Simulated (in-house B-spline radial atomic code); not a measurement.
**Re44+: [Ar] 3d10 4s2 4p1**

Level of theory: Dirac-Kohn-Sham wB97X, spherical fractional occupations, Fermi nucleus of rms radius 5.3698 fm; calculated with a radial B-spline atomic code at the basis-set limit.

Screening seen three ways: the hydrogenic charge with the same mean radius, Z_r = [3n² - l(l+1)]/(2<r>), the one with the same energy, Z_e = n√(-2ε), and Slater's rules. Values are occupation-weighted means over j. An effective charge above Z reflects the relativistic contraction of the inner shells.

| shell | electrons | ε (eV) | <r> (bohr) | Z_r | Z_e | Slater |
| --- | --- | --- | --- | --- | --- | --- |
| 1s | 2 | -73824 | 0.01804 | 83.16 | 73.66 | 74.70 |
| 2s | 2 | -14595 | 0.07545 | 79.52 | 65.50 | 70.85 |
| 2p | 6 | -13101 | 0.06771 | 73.84 | 62.06 | 70.85 |
| 3s | 2 | -4946.7 | 0.1935 | 69.76 | 57.20 | 63.75 |
| 3p | 6 | -4496 | 0.1926 | 64.89 | 54.53 | 63.75 |
| 3d | 10 | -3963.6 | 0.1743 | 60.23 | 51.20 | 53.85 |
| 4s | 2 | -2385.7 | 0.3861 | 62.15 | 52.97 | 49.00 |
| 4p | 1 | -2201.2 | 0.3951 | 58.22 | 50.88 | 49.00 |

The least bound orbital is 4p3/2 at -2165 eV, and it is also the most diffuse (<r> = 0.4015 bohr).

Spin-orbit splittings of the orbital energies (j = l + 1/2 above j = l - 1/2 when positive): 2p 1445 eV, 3p 327.4 eV, 3d 71.97 eV, 4p 108.5 eV.

For the 1s electron the small component carries 8.02 % of the norm, the zero-frequency Breit interaction raises the level by 253.2 eV, self-energy by 159.9 eV, and vacuum polarisation lowers it by 30.7 eV.

The density falls to 0.001 bohr⁻³ at 0.9389 bohr; Σ<r²> = 1.2587 bohr² gives, by the non-relativistic formula and without the paramagnetism of open shells, a Langevin diamagnetic susceptibility of -0.9968×10⁻⁶ cm³/mol.

Caution: exact exchange at fractional occupations of open shells leaves self-interaction of up to several eV.
